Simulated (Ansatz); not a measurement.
One change: `[OH][Zr]12345678([Cl])([C@H]9[C@@H]1[C@@H]2[C@@H]3[C@H]94)[C@H]1[C@@H]5[C@@H]6[C@@H]7[C@H]18` becomes `[CH3][Zr]12345678([Cl])([C@H]9[C@@H]1[C@@H]2[C@@H]3[C@H]94)[C@H]1[C@@H]5[C@@H]6[C@@H]7[C@H]18`.

Ansatz, PBE0-D4/def2-TZVP geometries, multiplicity 1. Each molecule was computed in one conformer, which needn't be the lowest.

Elements past krypton have def2 core potentials.

```
                                        property  `[OH][Zr]12345678([Cl])([C@H]9[C@@H]1[C@@H]2[C@@H]3[C@H]94)[C@H]1[C@@H]5[C@@H]6[C@@H]7[C@H]18`
             LUMO energy (B3LYP/def2-TZVPP) / eV                                                                                           -1.22
size of the dipole moment (B3LYP/def2-TZVPP) / D                                                                                            3.51
               HOMO energy (PBE/def2-TZVPP) / eV                                                                                           -5.76
               LUMO energy (PBE/def2-TZVPP) / eV                                                                                           -1.89
  size of the dipole moment (PBE/def2-TZVPP) / D                                                                                            3.32
             HOMO–LUMO gap (PBE/def2-TZVPP) / eV                                                                                            3.87
```

(1) Give the same properties after the change, and the shifts. (Estimate.)

Results:

(1) The calculation gave: 
```csv
property,`[CH3][Zr]12345678([Cl])([C@H]9[C@@H]1[C@@H]2[C@@H]3[C@H]94)[C@H]1[C@@H]5[C@@H]6[C@@H]7[C@H]18`,shift
LUMO energy (B3LYP/def2-TZVPP) / eV,-1.58,-0.36
size of the dipole moment (B3LYP/def2-TZVPP) / D,3.39,-0.12
HOMO energy (PBE/def2-TZVPP) / eV,-5.85,-0.09
LUMO energy (PBE/def2-TZVPP) / eV,-2.27,-0.38
size of the dipole moment (PBE/def2-TZVPP) / D,3.18,-0.14
HOMO–LUMO gap (PBE/def2-TZVPP) / eV,3.58,-0.29
```

With PBE0 the HOMO falls by 0.08 eV and the LUMO falls by 0.37 eV, so the gap narrows by about 0.29 eV. PBE moves the HOMO by -0.09 eV and ωB97M-V by -0.09 eV. Dipoles are sizes alone; their direction can turn.

B3LYP here is the variant with VWN-RPA as its local correlation; programs differ in this.

Positive LUMOs are unbound, so they and the gaps depend on the basis.
